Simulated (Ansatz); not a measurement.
`[OH][GeH2][GeH3]`. Charge 0, multiplicity 1.

```xyz
9

O     1.0119   -1.8825   -0.2808
Ge    0.7677   -0.3634    0.6328
Ge   -0.8451    1.0494   -0.5113
H     0.2212   -2.4256   -0.3057
H     0.2901   -0.7004    2.0635
H     2.1689    0.2623    0.6793
H    -1.1215    2.3223    0.3069
H    -2.1700    0.2864   -0.6859
H    -0.3232    1.4514   -1.8988
```

Problem. What are the harmonic wavenumbers in cm⁻¹ at PBE0-D4/def2-TZVP (Ansatz, finite differences of forces, unscaled)? (An estimate is asked.)

Solution. Ansatz gave: 77, 126, 176, 266, 340, 452, 519, 671, 685, 754, 800, 867, 880, 884, 944, 2112, 2141, 2149, 2160, 2169, 3898.

Problem. Is this a minimum?

Solution. Yes, all 21 modes are real.

Problem. Give the ideal-gas thermochemistry at 298.15 K and 1 bar (rigid rotor, harmonic oscillator; point group C1, symmetry number 1).

Solution. Zero-point energy 138.0 kJ/mol; H(298) − E = 158.4 kJ/mol; entropy 349.0 J/(mol·K), of which translation 172.7, rotation 112.4, vibration 63.9; G(298) − E = 54.4 kJ/mol. Modes under 100 cm⁻¹ are hindered rotations or soft bends, so the harmonic entropy is rough.
